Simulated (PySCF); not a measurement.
TiI3H, SMILES [I][TiH]([I])[I], multiplicity 1. Atoms are numbered in the order given.

```xyz
5

Ti     0.0000     0.0000     0.4265
I     -2.1553    -1.2443    -0.0721
I      0.0000     2.4887    -0.0721
I      2.1553    -1.2443    -0.0721
H      0.0000     0.0000     2.0833
```
Charge 0, spin multiplicity 1.

The structure is a stationary point at B3LYP-D3(BJ)/def2-SVP. The multiplicity is an assumed one; no other spin state was optimised. The structure was generated by enumeration; whether it is a known compound was not checked. The def2 effective core potentials stand for the cores of I; spin–orbit coupling is left out.

Calculation: r2SCAN/def2-TZVP (PySCF).

Symmetry labels are those of the subgroup Cs that the program uses (full group C3v).

Computed valence orbital energies around the gap with their symmetry:
```json
[
 {"orbital": "HOMO−7", "symmetry": "A\"", "energy (eV)": "-8.43"},
 {"orbital": "HOMO−6", "symmetry": "A'", "energy (eV)": "-8.19"},
 {"orbital": "HOMO−5", "symmetry": "A'", "energy (eV)": "-7.95"},
 {"orbital": "HOMO−4", "symmetry": "A\"", "energy (eV)": "-7.95"},
 {"orbital": "HOMO−3", "symmetry": "A'", "energy (eV)": "-7.72"},
 {"orbital": "HOMO−2", "symmetry": "A'", "energy (eV)": "-7.57"},
 {"orbital": "HOMO−1", "symmetry": "A\"", "energy (eV)": "-7.57"},
 {"orbital": "HOMO", "symmetry": "A\"", "energy (eV)": "-7.12"},
 {"orbital": "LUMO", "symmetry": "A\"", "energy (eV)": "-4.34"},
 {"orbital": "LUMO+1", "symmetry": "A'", "energy (eV)": "-4.34"},
 {"orbital": "LUMO+2", "symmetry": "A'", "energy (eV)": "-3.87"},
 {"orbital": "LUMO+3", "symmetry": "A\"", "energy (eV)": "-3.87"}
]
```
